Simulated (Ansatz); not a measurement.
`[BH2][GaH][OH]` + H₂ → `[BH2][GaH2]` + H₂O at 400 K and 1 bar (hydrogenolysis of a Ga–O bond).

Isolated molecules relaxed with PBE0-D4/def2-TZVP in Ansatz; ΔE leaves out vibrations. CBS: MP2 limit from def2 TZ/QZ plus the TZ coupled-cluster correction, frozen cores. This one scheme is used for every species. For Ga outer-core shells are correlated without core-valence functions, which leaves a few kJ/mol of doubt a bond. Scalar relativity is left out up to krypton. Each species was taken in one conformer, which may not be the lowest.

| species | CCSD(T)/CBS energy (Eh) | H − E (kJ/mol) | S (J/(mol·K)) |
| --- | --- | --- | --- |
| `[BH2][GaH][OH]` | -2026.29567 | 130.9 | 333.4 |
| H₂ | -1.17544 | 38.0 | 139.0 |
| `[BH2][GaH2]` | -1951.07352 | 105.9 | 290.8 |
| H₂O | -76.37941 | 69.8 | 198.6 |

H − E and S are ideal-gas, rigid-rotor, harmonic terms from PBE0-D4/def2-TZVP, for one conformer and one mirror image of each species. The MP2-based limit puts H₂ 0.8 mEh under its directly extrapolated value; such offsets cancel only in part. 1 Eh = 2625.50 kJ/mol, R = 8.31446 J/(mol·K).

Question: By hand: ΔE, ΔH, ΔS and ΔG.

Answer: ΔE = (-1951.07352) + (-76.37941) − (-2026.29567) − (-1.17544) = 0.01818 Eh = 47.7 kJ/mol. Δ(H − E) = 105.9 + 69.8 − 130.9 − 38.0 = 6.8, so ΔH = 54.5 kJ/mol. ΔS = 290.8 + 198.6 − 333.4 − 139.0 = 17.0 J/(mol·K). ΔG = 54.5 − 400 × (17.0)/1000 = 47.7 kJ/mol.

Question: By hand: the equilibrium constant, and the temperature at which ΔG would vanish if ΔH and ΔS stayed fixed.

Answer: log₁₀ K = −ΔG/(RT ln 10) = -6.2. ΔG = 0 at ΔH/ΔS = 3206 K, far beyond where these terms or the molecules hold.

ΔH outweighs TΔS. A doubt of 5 kJ/mol in ΔE shifts log₁₀ K by 0.7 here. Other conformers and mirror images would add mixing entropy, several J/(mol·K) or more a flexible species. These are equilibria of isolated gas molecules and say nothing of rates. Largest T1 diagnostic: 0.015 (customary marks: 0.02 for closed shells, 0.045 for open ones).
